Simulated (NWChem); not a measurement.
Program: NWChem. System: ammonia borane (H6BN), charge 0, spin multiplicity 1, at a geometry optimised with PBE0/def2-SVP. Level: MP2/def2-TZVP, 2 core orbitals frozen.

Job file:

```
start mol
memory heap 200 mb stack 900 mb global 1100 mb
geometry units angstroms nocenter noautoz
  B      0.913431    -0.069469     0.000000
  N     -0.717557     0.054575     0.000000
  H      1.327658     1.082644     0.000000
  H      1.193401    -0.682578    -1.022100
  H      1.193401    -0.682578     1.022100
  H     -1.050182     0.556865     0.823799
  H     -1.158358    -0.865896     0.000000
  H     -1.050182     0.556865    -0.823799
  symmetry group Cs
end
basis spherical
  * library def2-tzvp
end
scf
  rhf
  nopen 0
  maxiter 100
  thresh 1e-7
  semidirect memsize 60000000 filesize 0
end
mp2
  freeze core 2
end
task mp2 energy
```

NWChem printed:

```
             Northwest Computational Chemistry Package (NWChem) 7.3.0
             --------------------------------------------------------

                                NWChem Input Module
                                -------------------

 Scaling coordinates for geometry "geometry" by  1.889725989
 (inverse scale =  0.529177249)

 Turning off AUTOSYM since
 SYMMETRY directive was detected!

                             Geometry "geometry" -> ""
                             -------------------------

 Output coordinates in angstroms (scale by  1.889725989 to convert to a.u.)

  No.       Tag          Charge          X              Y              Z
 ---- ---------------- ---------- -------------- -------------- --------------
    1 B                    5.0000     0.91343100    -0.06946900     0.00000000
    2 N                    7.0000    -0.71755700     0.05457500     0.00000000
    3 H                    1.0000     1.32765800     1.08264400     0.00000000
    4 H                    1.0000     1.19340100    -0.68257800    -1.02210000
    5 H                    1.0000     1.19340100    -0.68257800     1.02210000
    6 H                    1.0000    -1.05018200     0.55686500     0.82379900
    7 H                    1.0000    -1.15835800    -0.86589600     0.00000000
    8 H                    1.0000    -1.05018200     0.55686500    -0.82379900

 Effective nuclear repulsion energy (a.u.)      40.6037053468

            Nuclear Dipole moment (a.u.)
            ----------------------------
        X                 Y               Z
 ---------------- ---------------- ----------------
    -0.0000113384     0.0000037795     0.0000000000

      Symmetry information
      --------------------

 Group name             Cs
 Group number              2
 Group order               2
 No. of unique centers     6

      Symmetry unique atoms

     1    2    3    4    6    7


 Summary of "ao basis" -> "" (spherical)
 ------------------------------------------------------------------------------
       Tag                 Description            Shells   Functions and Types
 ---------------- ------------------------------  ------  ---------------------
 *                         def2-tzvp                  on all atoms

 Summary of "ao basis" -> "ao basis" (spherical)
 ------------------------------------------------------------------------------
       Tag                 Description            Shells   Functions and Types
 ---------------- ------------------------------  ------  ---------------------
 B                         def2-tzvp                11       31   5s3p2d1f
 N                         def2-tzvp                11       31   5s3p2d1f
 H                         def2-tzvp                 4        6   3s1p

                                 NWChem SCF Module
                                 -----------------

  ao basis        = "ao basis"
  functions       =    98
  atoms           =     8
  closed shells   =     9
  open shells     =     0
  charge          =   0.00
  wavefunction    = RHF
  use symmetry    = T
  symmetry adapt  = T

 Summary of "ao basis" -> "ao basis" (spherical)
 ------------------------------------------------------------------------------
       Tag                 Description            Shells   Functions and Types
 ---------------- ------------------------------  ------  ---------------------
 B                         def2-tzvp                11       31   5s3p2d1f
 N                         def2-tzvp                11       31   5s3p2d1f
[...]
    95     -0.861322  8 H  s                  9      0.411685  1 B  px
    12      0.373028  1 B  px                35     -0.325774  2 N  s
    34      0.235176  2 N  s                 65      0.173336  3 H  s

 Vector   11  Occ=0.000000D+00  E= 1.593925D-01  Symmetry=a"
              MO Center= -5.7D-01,  8.6D-01,  2.3D-11, r^2= 6.2D+00
   Bfn.  Coefficient  Atom+Function         Bfn.  Coefficient  Atom+Function
  ----- ------------  ---------------      ----- ------------  ---------------
    83      1.430681  6 H  s                 95     -1.430681  8 H  s
    14      1.176693  1 B  pz                45     -1.005618  2 N  pz
    71      0.756530  4 H  s                 77     -0.756530  5 H  s
    39     -0.170202  2 N  pz

 Vector   12  Occ=0.000000D+00  E= 1.593928D-01  Symmetry=a'
              MO Center= -6.9D-01, -7.7D-01, -1.6D-11, r^2= 6.2D+00
   Bfn.  Coefficient  Atom+Function         Bfn.  Coefficient  Atom+Function
  ----- ------------  ---------------      ----- ------------  ---------------
    89      1.651975  7 H  s                 13     -1.173328  1 B  py
    44      1.002711  2 N  py                65      0.873585  3 H  s
    83     -0.825998  6 H  s                 95     -0.825998  8 H  s
    71     -0.436808  4 H  s                 77     -0.436808  5 H  s
    38      0.169711  2 N  py

 center of mass
 --------------
 x =   0.02844679 y =  -0.00216219 z =   0.00000000

 moments of inertia (a.u.)
 ------------------
          25.245758395528           5.740970320327           0.000000000000
           5.740970320327         100.292571670570           0.000000000000
           0.000000000000           0.000000000000         100.729170894866

  Mulliken analysis of the total density
  --------------------------------------

    Atom       Charge   Shell Charges
 -----------   ------   -------------------------------------------------------
    1 B    5     5.21   0.91  1.07  0.43  0.49  0.07  0.96  0.97  0.18  0.05  0.06  0.01
    2 N    7     7.45   0.82  1.16  0.52  0.85  0.08  1.51  1.81  0.65  0.01  0.04  0.00
    3 H    1     1.07   0.26  0.54  0.27  0.01
    4 H    1     1.07   0.26  0.54  0.27  0.01
    5 H    1     1.07   0.26  0.54  0.27  0.01
    6 H    1     0.71   0.26  0.39  0.04  0.03
    7 H    1     0.71   0.26  0.39  0.04  0.03
    8 H    1     0.71   0.26  0.39  0.04  0.03

       Multipole analysis of the density wrt the origin
       ------------------------------------------------

     L   x y z        total         open         nuclear
     -   - - -        -----         ----         -------
     0   0 0 0     -0.000000      0.000000     18.000000

     1   1 0 0     -2.187789      0.000000     -0.000011
     1   0 1 0      0.166397      0.000000      0.000004
     1   0 0 1     -0.000000      0.000000      0.000000

     2   2 0 0    -12.427846      0.000000     56.903634
     2   1 1 0      0.021345      0.000000     -3.391795
     2   1 0 1     -0.000000      0.000000      0.000000
     2   0 2 0    -12.148613      0.000000     12.566202
     2   0 1 1     -0.000000      0.000000      0.000000
     2   0 0 2    -12.147039      0.000000     12.308267

                   NWChem MP2 Semi-direct Energy/Gradient Module
                   ---------------------------------------------

  Basis functions       =     98
  Molecular orbitals    =     98
  Frozen core           =      2
  Frozen virtuals       =      0
  Active alpha occupied =      7
  Active beta occupied  =      7
  Active alpha virtual  =     89
  Active beta virtual   =     89
  Use MO symmetry       = T
  Use skeleton AO sym   = T

  AO/Fock/Back tols     =   1.0D-09  1.0D-09  1.0D-09

 GA uses MA = F    GA memory limited = T

 Available:
  local mem=  1.26D+08
 global mem=  1.44D+08
 local disk=  0.00D+00
  mp2_memr nvloc                    89
  nvloc new                    89
   1 passes of   7:        5242880                      50729                  10287652.
   1 passes of   7: M    126152239           G      144159992           F     120909359.

 Semi-direct pass number   1 of   1  for RHF alpha+beta  at        2.5s
  vrange nnbf                  4849
  mp2_eaftype                    39  avail_ma_in_mb                  1099
 EAF : mp2_eaftype filesize          39    5143826.
  mp2_eaf for mointskh                     39
Node 0 wrote     24.2 Mb in      0.0 s     Agg I/O rate:   687.9 Mb/s
 Done moints_semi at        5.6s
  mp2_eaftype                    39  avail_ma_in_mb                  1060
 EAF : mp2_eaftype filesize          39    5143826.
  mp2_eaf for kh                    39
 Done maket at        5.8s
 Done multipass loop at        5.8s

          -------------------------------------------
          SCF energy                 -82.651348613873
          Correlation energy          -0.351069764554
          Singlet pairs               -0.244032388833
          Triplet pairs               -0.107037375722
          Total MP2 energy           -83.002418378427
          -------------------------------------------

          ---------------------------------------------------
                    Spin Component Scaled (SCS) MP2
          Same spin pairs                     -0.071358250481
          Same spin scaling factor             0.333333333333
          Opposite spin pairs                 -0.279711514073
          Opposite spin scaling fact.          1.200000000000
          SCS-MP2 correlation energy          -0.359439900381
          Total SCS-MP2 energy               -83.010788514255
          ---------------------------------------------------

 -----------------------
 Performance information
 -----------------------

 Timer overhead =  1.36D-07 seconds/call

               Nr. of calls         CPU time (s)                 Wall time (s)                GFlops
             ---------------    -------------------     ------------------------------   -------------------
Name         Min   Avg   Max    Min     Avg     Max     Min     Avg     Max   Mx/calls   Min     Max     Sum
mp2: moin     1     1     1    3.1     3.1     3.1      3.1     3.1     3.1     3.1      0.0     0.0     0.0
mp2: make     1     1     1   0.19    0.19    0.19     0.19    0.19    0.19    0.19      0.0     0.0     0.0
mp2: tota     1     1     1    3.4     3.4     3.4      3.4     3.4     3.4     3.4      0.0     0.0     0.0

 The average no. of pstat calls per process was 3.00D+00
 with a timing overhead of 4.09D-07s

 Task  times  cpu:        5.8s     wall:        5.8s

 Total times  cpu:        5.8s     wall:        5.8s
```
